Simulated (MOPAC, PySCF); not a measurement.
H6AlN, SMILES `[AlH3-][NH3+]`, neutral singlet in the gas phase. 

Z-matrix (Å, degrees):
```
N
H 1 1.0160
H 1 1.0160 2 107.86
H 1 1.0160 2 107.86 3 -116.24
Al 1 2.0744 2 111.04 4 -121.88
H 5 1.5967 1 99.24 2 179.70
H 5 1.5967 6 117.49 1 105.52
H 5 1.5967 6 117.49 7 148.99
```
Charge 0, multiplicity 1.

All levels are single points at this geometry (B3LYP-D3(BJ)/def2-TZVP); Pople sets use spherical d functions. Orbital energies aren't observables, and empty levels follow the basis.

M06-2X/6-31G* in PySCF gives dipole (D) = 5.73.

**Question.** Estimate the dipole (D) from each of these levels: B3LYP-D3(BJ)/def2-TZVP in PySCF; PBE-D3(BJ)/def2-TZVP in PySCF; B3LYP/3-21G in PySCF; B3LYP/6-31G* in PySCF; B3LYP/LANL2DZ in PySCF; BP86/6-31G* in PySCF; PBE/6-31G* in PySCF; SVWN5/6-31G* in PySCF; HF/3-21G in PySCF; HF/STO-3G in PySCF; PM3 in MOPAC; PM6 in MOPAC.

**Answer.** 
| level | dipole (D) |
|---|---|
| B3LYP-D3(BJ)/def2-TZVP in PySCF | 5.44 |
| PBE-D3(BJ)/def2-TZVP in PySCF | 5.41 |
| B3LYP/3-21G in PySCF | 6.03 |
| B3LYP/6-31G* in PySCF | 5.71 |
| B3LYP/LANL2DZ in PySCF | 5.77 |
| BP86/6-31G* in PySCF | 5.74 |
| PBE/6-31G* in PySCF | 5.72 |
| SVWN5/6-31G* in PySCF | 5.79 |
| HF/3-21G in PySCF | 6.01 |
| HF/STO-3G in PySCF | 5.40 |
| PM3 in MOPAC | 6.17 |
| PM6 in MOPAC | 5.64 |
